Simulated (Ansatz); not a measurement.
Job for Ansatz (a program for electronic structure): U-PBE/cc-pVTZ on aminoborane (SMILES BN), a point of a bond scan (R = 1.074 Å).

Ansatz 0.2 input:
```yaml
crystal:
  periodic: [false, false, false]
  atoms:
    - {symbol: B, position_ang: [-0.77598333, 0.04477233, -0.00303336]}
    - {symbol: N, position_ang: [0.60927771, -0.03515382, 0.00238170]}
    - {symbol: H, position_ang: [-1.35003251, -0.86210876, -0.02825423]}
    - {symbol: H, position_ang: [-1.29389237, 1.11910141, 0.02047198]}
    - {symbol: H, position_ang: [1.20971392, 0.77280035, 0.02532482]}
    - {symbol: H, position_ang: [1.11296685, -0.90681330, -0.01624534]}
basis:
  gaussian:
    orbitals: cc-pVTZ
hamiltonian:
  xc: {name: PBE}
magnetization: {spin_polarized: true, initial_magnetization: 0}
```

It printed:

```
WARN ansatz: RAYON_NUM_THREADS=1 ignored (pool sized by the plan → 1); use --threads N
Functional definition: PBE
integrals: 0.02 GiB planned
627 factors; their error is unknown
mean field: 0.33 GiB planned
mean field evaluation 1: about -2221.7196 eV, gradient 4.5e1 eV
mean field evaluation 2: about -2201.3989 eV, gradient 7.5e1 eV
mean field evaluation 4: about -2229.5649 eV, gradient 5.2e0 eV
mean field evaluation 8: about -2229.7030 eV, gradient 2.5e-2 eV
mean field -2229.70296451 eV, -81.9400725989 hartree, gradient 3.8e-5 eV, S^2 0.000000; 0 other end points of the search recorded, 0 dependent functions left out
reference -2229.70299647 eV, -81.9400737733 hartree; 8, 8 occupied and 108, 108 virtual orbitals, 627 factors
Total energy: -2229.70299647 eV, -81.9400737733 hartree
```

The run converged.

Cost: roughly 1.5 core-seconds.
